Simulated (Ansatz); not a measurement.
`[CH3][Ge]([OH])([F])[Cl]` → `CF` + `[OH][Ge][Cl]` at 400 K and 1 bar (germylene formation by 1,1-elimination).

Calculated with Ansatz (gas phase, PBE0-D4/def2-TZVP geometries, no zero-point term in ΔE). CBS: MP2 limit from def2 TZ/QZ plus the TZ coupled-cluster correction, frozen cores. This one scheme is used for every species. For Ge outer-core shells are correlated without core-valence functions, which leaves a few kJ/mol of doubt a bond. Scalar relativity is left out up to krypton. Each species was taken in one conformer, which may not be the lowest.

```
                   species  CCSD(T)/CBS energy (Eh)  H − E (kJ/mol)  S (J/(mol·K))
`[CH3][Ge]([OH])([F])[Cl]`              -2751.44935           178.1          402.1
                      `CF`               -139.63461           117.5          234.3
            `[OH][Ge][Cl]`              -2611.73425            58.2          310.7
```

H − E and S are ideal-gas, rigid-rotor, harmonic terms from PBE0-D4/def2-TZVP, for one conformer and one mirror image of each species. 1 Eh = 2625.50 kJ/mol, R = 8.31446 J/(mol·K).

Question: By hand: ΔE, ΔH, ΔS and ΔG.

Answer: ΔE = (-139.63461) + (-2611.73425) − (-2751.44935) = 0.08049 Eh = 211.3 kJ/mol. Δ(H − E) = 117.5 + 58.2 − 178.1 = -2.4, so ΔH = 208.9 kJ/mol. ΔS = 234.3 + 310.7 − 402.1 = 142.9 J/(mol·K). ΔG = 208.9 − 400 × (142.9)/1000 = 151.7 kJ/mol.

Question: By hand: the equilibrium constant, and the temperature at which ΔG would vanish if ΔH and ΔS stayed fixed.

Answer: log₁₀ K = −ΔG/(RT ln 10) = -19.8. ΔG = 0 at ΔH/ΔS = 1462 K.

The number of gas molecules changes by +1, which sets the sign of ΔS. A doubt of 5 kJ/mol in ΔE shifts log₁₀ K by 0.7 here. Other conformers and mirror images would add mixing entropy, several J/(mol·K) or more a flexible species. These are equilibria of isolated gas molecules and say nothing of rates. Largest T1 diagnostic: 0.014 (customary marks: 0.02 for closed shells, 0.045 for open ones).
